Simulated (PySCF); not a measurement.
Excitations are Tamm–Dancoff values on a coarser integration grid. The basis has no diffuse functions, so Rydberg states are missing or too high.

Cartesian coordinates (Å):
```xyz
6

S      1.3969     0.4981     0.0214
B     -0.2186    -0.2765     0.0032
S     -1.7236     0.6912    -0.0682
Br    -0.4330    -2.1832     0.0591
H      2.1187    -0.6326     0.0767
H     -1.1404     1.9030    -0.0922
```
Charge 0, multiplicity 1.

Problem. What is the computed LUMO, S1 excitation (TDA), dipole moment, brightest of the four lowest singlets (TDA), HOMO–LUMO gap, total energy, HOMO and S1–T1 gap (TDA) (PBE0-D3(BJ)/def2-TZVP run with PySCF)?

Solution. 
| Quantity | Value |
|---|---|
| LUMO | -1.14 eV |
| S1 excitation (TDA) | 5.78 eV |
| dipole moment | 0.249 e·Å |
| brightest of the four lowest singlets (TDA) | 5.94 eV |
| HOMO–LUMO gap | 6.66 eV |
| total energy | -3396.1198 Ha |
| HOMO | -7.80 eV |
| S1–T1 gap (TDA) | 1.16 eV |
